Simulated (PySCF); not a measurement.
# Electronic structure of Mg (magnesium, neutral) at the M06-2X level

Configuration: [Ne] 3s2, closed-shell 1S. Computed with PySCF 2.14 in def2-SVP (4s3p1d, 18 functions), with the non-relativistic Hamiltonian (point nucleus).

```
Total energy                                     : -199.9866 hartree
One-electron energy                              : -279.2796 hartree
Hartree (Coulomb) energy                         : 95.7068 hartree
Exchange-correlation energy                      : -16.4138 hartree
Kinetic energy                                   : 199.17821 hartree
⟨S²⟩                                             : 0.0000
⟨L²⟩                                             : 0.000
Sum of ⟨r⟩                                       : 12.08 bohr
Sum of ⟨r²⟩                                      : 27.90 bohr²
Density at the nucleus (Gaussians lack the cusp) : 988 bohr⁻³
Langevin diamagnetic susceptibility              : -22.1 ×10⁻⁶ cm³/mol
Time after the integrals                         : 0.28 s of wall time on 1 thread of Neoverse-N1 (shared host)
```

| shell | electrons | mean orbital energy (hartree) | rms radius, mean of both spins (bohr) |
| --- | --- | --- | --- |
| 1s | 2 | -47.57403 | 0.152 |
| 2s | 2 | -3.32519 | 0.761 |
| 2p | 6 | -2.01380 | 0.781 |
| 3s | 2 | -0.22490 | 3.39 |
